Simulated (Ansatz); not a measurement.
```yaml
crystal:
  periodic: [false, false, false]
  atoms:
    - {symbol: Li, position_ang: [-1.226592, -1.679820, 0.375641]}
    - {symbol: Li, position_ang: [2.278473, -1.887094, -2.099257]}
    - {symbol: Li, position_ang: [2.190854, 1.133762, 2.640612]}
    - {symbol: Li, position_ang: [-1.708328, -0.518369, -3.263279]}
    - {symbol: Li, position_ang: [-2.173684, 2.831418, 0.901069]}
    - {symbol: Al, position_ang: [-1.876286, 1.116048, -1.168815]}
    - {symbol: Al, position_ang: [-0.167839, 0.939645, 0.809169]}
    - {symbol: Al, position_ang: [1.810721, -0.800205, 0.567202]}
    - {symbol: Al, position_ang: [0.508450, -1.040160, 2.740328]}
    - {symbol: Al, position_ang: [0.364241, -0.095216, -1.502670]}
basis:
  gaussian: {orbitals: def2-TZVP, initial_orbitals: start.molden}
total_charge: 1
magnetization: {spin_polarized: true, initial_magnetization: 1}
hamiltonian: {xc: {name: wB97M-V}}
scf: {omitted_lower_state_checks: [starts]}
output: {orbitals: {seedname: orbitals}}
```

The file start.molden holds the orbitals of an earlier run on this structure, at another level or in another basis.

```sh
$ ansatz run in.yaml --threads 4 --pin off --events-out ev --progress --plain --max-ram 4787MiB
```

Task: Does this run fit into the memory that it is given?

Result: No. It has 255 basis functions, and Ansatz plans for 4.74 GiB where 4.67 GiB are given.
